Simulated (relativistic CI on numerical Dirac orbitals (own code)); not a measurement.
**What each ingredient does to the levels of Ce¹³⁺**

Base calculation: Dirac-Coulomb-Breit CI, orbitals from a KLI potential per configuration, a model potential for QED, unscaled Slater integrals.

CI space (outside the closed core [Ar] 3d10): 4s²4p⁶4d⁹, 4s²4p⁵4d¹⁰, 4s²4p⁶4d⁸4f, 4s4p⁶4d¹⁰, 4s²4p⁶4d⁸5s, 4s²4p⁵4d⁹4f, 4s²4p⁶4d⁸5p, 4s²4p⁶4d⁷4f5s, 4s²4p⁶4d⁸5d, 4s4p⁶4d⁹4f, 4s²4p⁶4d⁷5s5p, 4s²4p⁶4d⁸6s, 4s²4p⁶4d⁸5f, 4s²4p⁵4d⁹5s, 4s²4p⁶4d⁷5s², 4s²4p⁶4d⁶4f5s², 4s²4p⁵4d⁷4f5s², 4s²4p⁶4d⁶5s²5p. Double excitations out of closed p, d and f shells are left out; levels of such configurations are missing from the list, as are those of other unlisted configurations, and high levels can miss mixing partners.

Variants: (1) non-relativistic limit. Shifts of the energy above 4s²4p⁶4d⁹ ²D5/2, in cm⁻¹, for the lowest level and the first level of each name with at least 55 % of one term (blank where a level changes its place among those of its configuration and J or its character, or is not in the variant):

```csv
Level,Base,Δ(1)
4s²4p⁶4d⁹ ²D5/2,0,0
4s²4p⁶4d⁹ ²D3/2,28473,-28473
4s²4p⁵4d¹⁰ ²P°3/2,803459,-35305
4s²4p⁶4d⁸5s ⁴F9/2,868157,+87709
4s²4p⁶4d⁸4f ⁴F°7/2,872317,-4301
4s²4p⁶4d⁸4f ⁴F°9/2,876160,-8144
4s²4p⁶4d⁸4f ²P°1/2,880743,
4s²4p⁶4d⁸4f ⁴D°7/2,888415,-10276
4s²4p⁶4d⁸4f ⁴I°15/2,889504,+1786
4s²4p⁶4d⁸4f ⁴F°3/2,891434,
4s²4p⁶4d⁸4f ⁴D°1/2,898420,
4s²4p⁶4d⁸5s ⁴F5/2,898693,
4s²4p⁶4d⁸4f ⁴P°1/2,911614,
4s²4p⁶4d⁸4f ⁴G°7/2,915360,
4s²4p⁶4d⁸4f ²P°3/2,916257,
4s²4p⁶4d⁸5s ⁴P1/2,916354,+66501
4s²4p⁶4d⁸4f ²D°5/2,924691,-24331
4s²4p⁶4d⁸4f ⁴S°3/2,928488,-22200
4s²4p⁶4d⁸5s ²G9/2,931517,
4s²4p⁶4d⁸5s ²G7/2,932084,
4s²4p⁶4d⁸5s ²P1/2,932728,+62852
4s²4p⁶4d⁸4f ²K°13/2,936398,-18788
```

At this charge energies of transitions that change n are usually good to better than 1 %, and those within a shell (Δn = 0) to a few per cent. Levels and lines within the n = 5 or 6 shells can be off by up to 10 % or somewhat more, and those that change n by about 2 %, since core polarisation is missing.

Ionisation energy from the two ground configurations alone: base 339.827 eV. The NIST ASD value (theoretical) is 340 eV.

LS names give the leading component of a level, which can be under half, so a name can repeat, a term be missing and a line seem to break the LS rules.
